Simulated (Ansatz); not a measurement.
Ansatz (a quantum-chemistry and plane-wave program) input (PBE0/def2-TZVP):

Ansatz 0.2 input:
```yaml
crystal:
  periodic: [false, false, false]
  atoms:
    - {symbol: C, position_ang: [-1.96977657, 0.13152986, 0.09673017]}
    - {symbol: Si, position_ang: [-0.16308848, 0.25617101, 0.18199439]}
    - {symbol: F, position_ang: [0.33703742, 0.16236814, 1.68369152]}
    - {symbol: F, position_ang: [0.33340002, 1.64327591, -0.40405878]}
    - {symbol: Cl, position_ang: [0.77336209, -1.22116537, -0.86755888]}
    - {symbol: H, position_ang: [-2.54090090, 0.59753142, -0.69657291]}
    - {symbol: H, position_ang: [-2.53829335, -0.46408974, 0.80007660]}
basis:
  gaussian:
    orbitals: def2-TZVP
hamiltonian:
  xc: {name: PBE0}
magnetization: {spin_polarized: true, initial_magnetization: 1}
```

Output:

```
Functional definition: PBE0
integrals: 0.10 GiB planned
1116 factors; their error is unknown
mean field: 1.21 GiB planned
mean field evaluation 1: about -26891.1931 eV, gradient 3.9e1 eV
mean field evaluation 2: about -26888.3591 eV, gradient 5.0e1 eV
mean field evaluation 4: about -26896.9967 eV, gradient 2.5e0 eV
mean field evaluation 8: about -26897.0243 eV, gradient 7.4e-2 eV
mean field evaluation 16: about -26897.1125 eV, gradient 5.0e-5 eV
mean field -26897.11246389 eV, -988.4506515302 hartree, gradient 5.0e-5 eV, S^2 0.754204; 0 other end points of the search recorded, 0 dependent functions left out
reference -26897.11249028 eV, -988.4506525000 hartree; 29, 28 occupied and 150, 151 virtual orbitals, 1116 factors
Total energy: -26897.11249028 eV, -988.4506525000 hartree
```

It need not be the lowest isomer of its formula.
